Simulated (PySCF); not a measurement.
Molecule: SMILES [CH2]CCCOC(C)=O, doublet. Atoms near the plane z = 0.0 Å, at the GFN2-xTB optimised geometry (x, y, z in Å): C3 (0.7, -0.4, 0.0), C4 (-0.8, -0.4, 0.0), O8 (-3.3, -0.5, 0.6), H10 (3.3, -0.1, -0.5), H13 (1.1, 0.1, 0.9), H14 (1.1, -1.4, 0.0), H15 (-1.2, -0.9, -0.9), H16 (-1.2, 0.7, 0.0).

Computed with unrestricted CAM-B3LYP/def2-SVP run with PySCF 2.14.0. Cells within 0.4 Å of a nucleus heavier than hydrogen are left out (blank, or x). The values are rescaled to run from 0 to 1.

```
|33333333333333333333333333333|
|33333333333333333333333333333|
|33333333333333333333333333333|
|33333333333333444433333333333|
|33333333333344444443333333333|
|33333333333344444444333333333|
|33333333333444444444333333333|
|33333333334444444444333333333|
|33333333334444444443333333333|
|22222223344444444444333333333|
|22222222345665444444333333333|
|22211112359996555554443333333|
|22110001369999788765555444433|
|21100000269999999996669964444|
|110014412699x999x997689985444|
|110049954899xx9xx997579975444|
|21004996589999999996556654444|
|21001565579999999996444444444|
|22111234556777699996444444444|
|22222234444444469985444444444|
|32222334444434445654444444443|
|33333334444333444444444444433|
|33333333443333444444444443333|
|33333333333333344444444433333|
|33333333333333344444444333333|
|33333333333333334444433333333|
|33333333333333333333333333333|
|33333333333333333333333333333|
|33333333333333333333333333333|
```
Scale: ten equal steps from 0.000 (start of '0') to 1.00 (end of '9'), in the order '0123456789'; x runs from -5.50 to 5.50, y from -5.50 (bottom) to 5.50 (top).

Question: Which quantity is mapped?
A. spin density
B. electrostatic potential
C. log10 of the electron density
D. Laplacian of the electron density

Answer: B, electrostatic potential. In full: electrostatic potential (hartree/e), clipped to [-0.08, 0.12].
